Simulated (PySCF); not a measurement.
A structure optimised at PBE0-D3(BJ)/def2-SVP, used in a PySCF frequency run:

```xyz
6

Al    -0.8419     0.6528     0.0000
Cl     0.6148     2.1552     0.0000
H     -2.3667     1.0070     0.0000
N     -0.2895    -1.0258     0.0000
C      0.1237    -2.1550     0.0000
O      0.5180    -3.2526     0.0000
```
Charge 0, spin multiplicity 1.

Question: Write its SMILES, formula and point group.

Answer: O=C=[N][AlH][Cl], CHAlClNO, Cs

Question: What are its rotational constants (standard atomic weights)?

Answer: 11.558, 1.2122, 1.0971 GHz
